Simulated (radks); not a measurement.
Neutral helium, configuration [He] (the NIST ground configuration). All-electron calculation, scalar-relativistic Kohn-Sham, LDA (Slater exchange, Perdew-Wang correlation), spin-polarised, spherical densities, finite nucleus; Gaussian nuclear charge, rms radius 1.6755 fm. Program: a radial shooting solver on a logarithmic mesh with Libxc functionals.

Normalised radial functions P(r) = r R(r), r in bohr:

r,1s
0.02713,0.1210
0.03184,0.1407
0.03736,0.1633
0.04384,0.1891
0.05145,0.2186
0.06038,0.2520
0.07085,0.2897
0.08315,0.3318
0.09758,0.3784
0.1145,0.4295
0.1344,0.4848
0.1577,0.5435
0.1851,0.6048
0.2172,0.6672
0.2548,0.7285
0.2991,0.7863
0.3538,0.8397
0.4151,0.8801
0.4872,0.9066
0.5717,0.9158
0.6709,0.9049
0.7873,0.8722
0.9239,0.8174
1.084,0.7422
1.272,0.6502
1.493,0.5467
1.752,0.4386
2.056,0.3332
2.413,0.2377
2.832,0.1576
3.323,0.0961
3.9,0.0531

1s: eigenvalue -15.518 eV, 0 radial nodes, <r> = 0.959 bohr, 90 % of the charge inside 1.76 bohr.
